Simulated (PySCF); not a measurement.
## The second ionisation energy along the 4p block

Calculated with PySCF 2.14 from differences of total energies of unrestricted determinants, without spin-orbit coupling. Values in eV. The last column holds reference values (NIST; (s) semi-empirical, (t) theoretical, else measured). Unmarked ones compare directly (S terms, centres of terms, or small fine structure); those marked * lie between the lowest fine-structure levels and include a spin-orbit shift.

| element | configurations | UHF | MN15 | MP2 (valence) | SCS-MP2 (valence) | CCSD (valence) | CCSD(T) (valence) | reference |
| --- | --- | --- | --- | --- | --- | --- | --- | --- |
| Ga (def2-SVP, non-relativistic) | [Ar] 3d10 4s2 → [Ar] 3d10 4s1 | 18.460 | 20.083 | 19.126 | 19.260 | 19.452 | 19.452 | 20.515 |
| Ge (def2-SVP, non-relativistic) | [Ar] 3d10 4s2 4p1 → [Ar] 3d10 4s2 | 15.254 | 15.887 | 15.405 | 15.387 | 15.483 | 15.497 | 15.789 |
| As (def2-SVP, non-relativistic) | [Ar] 3d10 4s2 4p2 → [Ar] 3d10 4s2 4p1 | 18.007 | 18.672 | 18.267 | 18.200 | 18.290 | 18.298 | 18.589 * |
| Se (def2-SVP, non-relativistic) | [Ar] 3d10 4s2 4p3 → [Ar] 3d10 4s2 4p2 | 20.878 | 21.465 | 21.239 | 21.109 | 21.179 | 21.184 | 21.196 ± 0.01 * |
| Br (def2-SVP, non-relativistic) | [Ar] 3d10 4s2 4p4 → [Ar] 3d10 4s2 4p3 | 20.306 | n/a | 20.723 | 20.745 | 20.741 | 20.751 | 21.409 |
| Kr (def2-SVP, non-relativistic) | [Ar] 3d10 4s2 4p5 → [Ar] 3d10 4s2 4p4 | 23.396 | 24.402 | 23.970 | 23.946 | 23.924 | 23.929 | 24.360 * |

| method | elements | mean error (eV) | mean absolute error (eV) | largest error (eV) |
| --- | --- | --- | --- | --- |
| UHF | 3 | -1.231 | 1.231 | -2.055 |
| MP2 (valence) | 3 | -0.819 | 0.819 | -1.389 |
| SCS-MP2 (valence) | 3 | -0.774 | 0.774 | -1.255 |
| CCSD (valence) | 3 | -0.678 | 0.678 | -1.063 |
| CCSD(T) (valence) | 3 | -0.671 | 0.671 | -1.063 |

Errors include the incompleteness of the basis and the frozen core.

"Valence" correlates the outer s and p shells and, in groups 3 to 12 and the f block, the outer d or f shell, open or full, or the next shell where the ion has no valence electron left; the wider scheme adds the next inner shell.
